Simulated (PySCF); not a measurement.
**Fractional electron number in Ni⁻ (nickel, charge -1)**

The 3d beta orbital of [Ar] 3d9 4s2 is emptied in steps (occupation f), with all orbitals relaxed, ending at [Ar] 3d8 4s2. Calculation: PySCF 2.14, in aug-cc-pVDZ; no relativity, point nucleus. The exact energy is a straight line in f; departures are measured from the line between the end points of the same method.

| f | LDA (eV) | PBE (eV) |
| --- | --- | --- |
| 1 | 0.000 | 0.000 |
| 0.75 | -0.901 | -0.837 |
| 0.5 | -1.264 | -1.174 |
| 0.25 | -0.991 | -0.919 |
| 0 | 0.000 | 0.000 |

Question: For LDA, how does the orbital energy at f = 1 compare with the removal energy?

Answer: −ε = -2.021 eV against a total-energy difference of 2.510 eV. By Janak's theorem ε = ∂E/∂f, so the gap between them reflects the curvature. Along the path −ε is -0.093 (f = 0.75), 2.271 (f = 0.5), 4.989 (f = 0.25) eV.

| method | E(f=0) − E(f=1) (eV) | −ε at f=1 (eV) | −ε at f=0.5 (eV) |
| --- | --- | --- | --- |
| LDA | 2.510 | -2.021 | 2.271 |
| PBE | 2.001 | -2.207 | 1.781 |

At f = 1 the orbital energy is positive for LDA, PBE: only the finite basis holds the electron.

Reference removal energy between the ground levels: 1.157 eV (measured; photodetachment measurements, as compiled on the Wikipedia data page of electron affinities). The calculation has no spin-orbit coupling. The determinant left behind need not be the lowest term of the ion.
